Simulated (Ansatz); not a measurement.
Job for Ansatz (a program for electronic structure): R-B3LYP-D3(BJ)/def2-SVP on C8H10 (SMILES CCc1ccccc1).

Ansatz 0.2 input:
```yaml
crystal:
  periodic: [false, false, false]
  atoms:
    - {symbol: C, position_ang: [2.45350000, 0.00080000, -0.54420000]}
    - {symbol: C, position_ang: [1.58700000, -0.39200000, 0.65470000]}
    - {symbol: C, position_ang: [0.13400000, -0.15130000, 0.35840000]}
    - {symbol: C, position_ang: [-0.64130000, -1.14050000, -0.23310000]}
    - {symbol: C, position_ang: [-1.97130000, -0.90960000, -0.53650000]}
    - {symbol: C, position_ang: [-2.54470000, 0.31830000, -0.25400000]}
    - {symbol: C, position_ang: [-1.77980000, 1.31320000, 0.33030000]}
    - {symbol: C, position_ang: [-0.45010000, 1.07890000, 0.63240000]}
    - {symbol: H, position_ang: [2.31730000, 1.05390000, -0.78000000]}
    - {symbol: H, position_ang: [3.50500000, -0.17420000, -0.32770000]}
    - {symbol: H, position_ang: [2.17630000, -0.58360000, -1.41860000]}
    - {symbol: H, position_ang: [1.74800000, -1.44760000, 0.88320000]}
    - {symbol: H, position_ang: [1.88960000, 0.19550000, 1.52390000]}
    - {symbol: H, position_ang: [-0.19840000, -2.10190000, -0.45360000]}
    - {symbol: H, position_ang: [-2.56270000, -1.69060000, -0.99260000]}
    - {symbol: H, position_ang: [-3.58410000, 0.49850000, -0.48660000]}
    - {symbol: H, position_ang: [-2.22120000, 2.27400000, 0.55340000]}
    - {symbol: H, position_ang: [0.14280000, 1.85830000, 1.09060000]}
basis:
  gaussian:
    orbitals: def2-SVP
hamiltonian:
  xc: b3lyp
  dispersion: d3bj
relax: {f_tol: 0.004, max_steps: 120}
scf: {lower_state_search: off}
```

Q: Give the final energy of this run.

A: -310.6881 hartree.

Q: How many basis functions does it have, and what does it roughly cost on one machine?

A: 162 functions; around 50 core-seconds (rough).
